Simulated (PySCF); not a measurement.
**Calculated properties of SiEt(NHEt)3, `CCN[Si](CC)(NCC)NCC`**

Species: SiEt(NHEt)3, C8H23N3Si.
Bonds: Si1–C2, Si1–N9, Si1–N18, Si1–N27, C2–C3, N9–C10, C10–C11, N18–C19, C19–C20, N27–C28, C28–C29. Hydrogens: H4, H5 on C2; H6, H7, H8 on C3; H12 on N9; H13, H14 on C10; H15, H16, H17 on C11; H21 on N18; H22, H23 on C19; H24, H25, H26 on C20; H30 on N27; H31, H32 on C28; H33, H34, H35 on C29.

PBE0-D3(BJ)/def2-SVP geometry optimisation, gas phase (PySCF):

```yaml
Point_group: C1
Rotational_constants_A_B_C: 0.688, 0.606, 0.481 GHz
```

B3LYP/def2-SVPD ground state and vertical TDDFT (core frozen in the response) (PySCF):

```yaml
Dipole_moment: 0.51 D
HOMO_energy: -5.93 eV
LUMO_energy: 0.22 eV
HOMO–LUMO_gap: 6.15 eV
Lowest_singlet_excitation: 5.33 eV (233 nm, f = 0.019)
Strongest_line_among_the_10_lowest_singlet_transitions: S3 at 5.81 eV (213 nm, f = 0.029)
Lowest_triplet_excitation_Tamm–Dancoff: 5.22 eV
Static_isotropic_polarisability: 150.4 au
Electronic_spatial_extent_⟨r²⟩_about_the_centre_of_nuclear_charge: 3022 bohr²
```

From KT2/pcSseg-1 ground state and GIAO shieldings, non-relativistic (PySCF):

```yaml
13C_chemical_shifts_computed_TMS_as_zero_by_class: 40.7 (C10/C19/C28), 24.2 (C11/C20/C29), 10.3 (C3), 9.4 (C2) ppm
1H_chemical_shifts_computed_TMS_as_zero_by_class: 3.02 (H13/H14/H22/H23/H31/H32), 1.03 (H15/H16/H17/H24/H25/H26/H33/H34/H35), 0.99 (H6/H7/H8), 0.27 (H4/H5), 0.11 (H12/H21/H30) ppm
Isotropic_shieldings_of_nuclei_other_than_C_and_H_by_class: 205 (N9/N18/N27), 388 (Si1) ppm
```

Monoisotopic mass (most abundant isotopes): 189.1661 u.

With B = h/(8π²I), that is 505.379 GHz u Å² over I, the principal moments of inertia are 734.6, 834.3 and 1049.7 u Å² (most abundant isotopes); the inertial defect Ic − Ia − Ib is -519.2 u Å² (zero for a rigid planar frame, negative otherwise). The principal polarisabilities are 139.9, 152.1 and 159.2 au; their mean is the isotropic value. The rotational constants make it an asymmetric top with κ = (2B − A − C)/(A − C) = 0.2, nearer the oblate limit (+1). The 10 singlets span 5.33 to 6.43 eV, and their oscillator strengths add up to 0.14. No computed singlet falls in the visible range (750 to 380 nm, 1.65 to 3.26 eV); S1 lies 2.07 eV above its blue end.

 NMR classes are plain means over equivalent atoms (diastereotopic ones count apart unless rotation or inversion swaps them), as if these changed places fast; in this geometry the members of some classes differ.

One conformer stands for the species.
